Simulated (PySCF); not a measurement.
Ionisation energy of Te by level of theory

Te [Kr] 4d10 5s2 5p4 (3P) → Te+ [Kr] 4d10 5s2 5p3 (4S), as a difference of total energies. Computed with PySCF 2.14 in def2-QZVPPD with the def2 core potential (28 electrons) (8s7p5d4f1g, 91 functions), with scalar relativity through the core potential. Correlated levels: valence: 4s2 4p6 4d10 frozen. The calculations carry no spin-orbit coupling.

| method | ionisation energy (eV) | error (eV) |
| --- | --- | --- |
| UHF | 7.734 | -1.015 |
| MP2 (valence) | 8.446 | -0.303 |
| SCS-MP2 (valence) | 8.524 | -0.225 |
| CCSD (valence) | 8.578 | -0.171 |
| CCSD(T) (valence) | 8.616 | -0.133 |

Reference: 8.749 eV (measured; NIST levels, between the centres of gravity of the two terms).

Errors of the correlated levels include the incompleteness of this basis and the frozen core.
